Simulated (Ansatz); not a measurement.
`ClB(Cl)[SeH]` and `COB(Cl)Cl` differ in one atom or group.

Ansatz, PBE0-D4/def2-TZVP geometries, multiplicity 1. Each molecule was computed in one conformer, which needn't be the lowest.

Scalar relativity is left out up to krypton. Spin–orbit coupling is left out; it splits and shifts lone-pair levels of the heavy atoms by tenths of an eV.

```csv
property,`ClB(Cl)[SeH]`
size of the dipole moment (ωB97M-V/def2-TZVPP) / D,0.97
HOMO energy (PBE/def2-TZVPP) / eV,-6.69
size of the dipole moment (B3LYP/def2-TZVPP) / D,1.02
HOMO energy (PBE0/def2-TZVPP) / eV,-7.82
size of the dipole moment (PBE/def2-TZVPP) / D,1.02
LUMO energy (PBE/def2-TZVPP) / eV,-2.31
```

Task: What does the change do to each property? (Estimate.)

Result: Computed: 
| property | `COB(Cl)Cl` | shift |
| --- | --- | --- |
| size of the dipole moment (ωB97M-V/def2-TZVPP) / D | 2.42 | 1.45 |
| HOMO energy (PBE/def2-TZVPP) / eV | -7.45 | -0.76 |
| size of the dipole moment (B3LYP/def2-TZVPP) / D | 2.42 | 1.40 |
| HOMO energy (PBE0/def2-TZVPP) / eV | -8.90 | -1.08 |
| size of the dipole moment (PBE/def2-TZVPP) / D | 2.36 | 1.34 |
| LUMO energy (PBE/def2-TZVPP) / eV | -1.21 | 1.10 |

With PBE0 the HOMO falls by 1.08 eV and the LUMO rises by 1.22 eV, so the gap widens by about 2.30 eV. PBE moves the HOMO by -0.76 eV and ωB97M-V by -1.23 eV. Dipoles are sizes alone; their direction can turn.

B3LYP here is the variant with VWN-RPA as its local correlation; programs differ in this.
